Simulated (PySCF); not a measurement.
**Xe²⁺ (xenon, charge +2) across methods**

[Kr] 4d10 5s2 5p3 6s1, high-spin 5S determinant (an excited configuration). Calculation: PySCF 2.14, in dyall-av2z (22s16p12d, 130 functions); no relativity, point nucleus.

| method | E (hartree) | mean ε 5s β (eV) | mean ε 5p α (eV) | mean ε 6s α (eV) | Σ⟨r²⟩ (bohr²) | ⟨S²⟩ |
| --- | --- | --- | --- | --- | --- | --- |
| r2SCAN | -7233.01 | -39.464 | -31.785 | -13.316 | 57.84 | 6.001 |
| r2SCAN0 | -7233.07 | -40.604 | -33.135 | -13.835 | 57.80 | 6.001 |
| PBE | -7232.46 | -39.452 | -31.138 | -13.354 | 57.16 | 6.000 |
| UHF | -7230.44142 | -42.463 | -36.447 | -14.963 | 58.53 | 6.001 |
| LDA | -7227.05 | -40.006 | -31.215 | -13.580 | 56.99 | 6.000 |
| HSE06 | -7232.52 | -40.323 | -32.226 | -13.550 | 57.42 | 6.000 |
| PBE0 | -7232.65 | -40.586 | -32.691 | -13.851 | 57.39 | 6.000 |

Estimate the same row for revPBE.

E (hartree) = -7232.69; mean ε 5s β (eV) = -39.256; mean ε 5p α (eV) = -31.125; mean ε 6s α (eV) = -13.292; Σ⟨r²⟩ (bohr²) = 57.21; ⟨S²⟩ = 6.000.

A non-relativistic calculation at this Z misses sizeable relativistic shifts. The outer electron is Rydberg-like, and this basis confines it to a smaller radius and binds it less than a complete one would.
